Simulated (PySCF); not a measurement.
**Working out the ionisation energy of Se²⁺**

Se²⁺ [Ar] 3d10 4s2 4p2 (3P) → Se³⁺ [Ar] 3d10 4s2 4p1 (2P). All numbers are calculated (PySCF 2.14, the spin-free X2C one-electron Hamiltonian (Gaussian nucleus), in cc-pVTZ-DK (6s5p3d1f, 43 functions)). Frozen: [Ar] 3d10. Energies in hartree (1 hartree = 27.21139 eV):

| part | Se²⁺ (lower) | Se³⁺ (upper) |
| --- | --- | --- |
| UHF | -2426.986584 | -2425.847325 |
| CCSD correlation | -0.072129 | -0.056579 |
| (T) | -0.001455 | -0.000657 |

Question: What does Hartree-Fock give?

Answer: (-2425.847325) − (-2426.986584) = 1.139259 hartree = 31.001 eV.

Question: What do CCSD and CCSD(T) give?

Answer: The CCSD correlation energies differ by 0.015550 hartree = 0.423 eV and the triples by 0.000798 hartree = 0.022 eV, so CCSD gives 31.424 eV and CCSD(T) 31.446 eV.

Reference: 31.697 ± 0.019 eV (measured; NIST Atomic Spectra Database, ionization energies), between the lowest levels; spin-orbit coupling is absent from the calculation.

What remains against the reference includes basis incompleteness, the frozen core and higher excitations.
